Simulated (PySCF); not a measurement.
NbF4, SMILES [F][Nb]([F])([F])[F] (connectivity only; charge and spin as stated), neutral, multiplicity 2. Atoms are numbered in the order given.

```xyz
5

Nb     0.0000     0.0000     0.0000
F      1.1985     1.1985     0.7571
F     -1.1985    -1.1985     0.7571
F      1.1985    -1.1985    -0.7571
F     -1.1985     1.1985    -0.7571
```
Charge 0, spin multiplicity 2.

Geometry: PBE0-D3(BJ)/def2-SVP. The spin state was assumed, not searched. The isomer is the one that the SMILES or the coordinates give; other isomers of the formula were not compared. The def2 effective core potentials stand for the cores of Nb; spin–orbit coupling is left out.

The numbers are results of TDA-LC-ωPBE/def2-SVPD in PySCF, not measurements.

Vertical excitations; the highest root listed may be one member of a degenerate set. The molecule is in vacuum.

Estimate the UV-visible absorptions. (The exact figures need the calculation; the answer reports its results.)


```csv
state,energy (eV),λ (nm),f,main pairs
root 1,1.14,1090,0.000,α HOMO→LUMO 99 %
root 2,1.70,730,0.000,α HOMO→LUMO+1 (degenerate set)
root 3,1.70,730,0.000,α HOMO→LUMO+2 (degenerate set)
root 4,3.89,319,0.019,"α HOMO→LUMO+7 61 %, α HOMO→LUMO+4 35 %"
root 5,5.33,233,0.000,α HOMO→LUMO+3 85 %
root 6,6.70,185,0.055,"α HOMO→LUMO+4 57 %, α HOMO→LUMO+7 27 %, α HOMO→LUMO+14 12 %"
root 7,7.55,164,0.014,α HOMO→LUMO+5 (degenerate set)
root 8,7.55,164,0.014,α HOMO→LUMO+6 (degenerate set)
root 9,7.93,156,0.002,"α HOMO−1→LUMO 60 %, β HOMO→LUMO+1 30 %"
root 10,8.16,152,0.001,"α HOMO−2→LUMO 49 %, α HOMO−1→LUMO+2 8 %, β HOMO−2→LUMO+1 16 %, β HOMO−4→LUMO+1 8 %"
```
Unrestricted roots are not spin-pure.
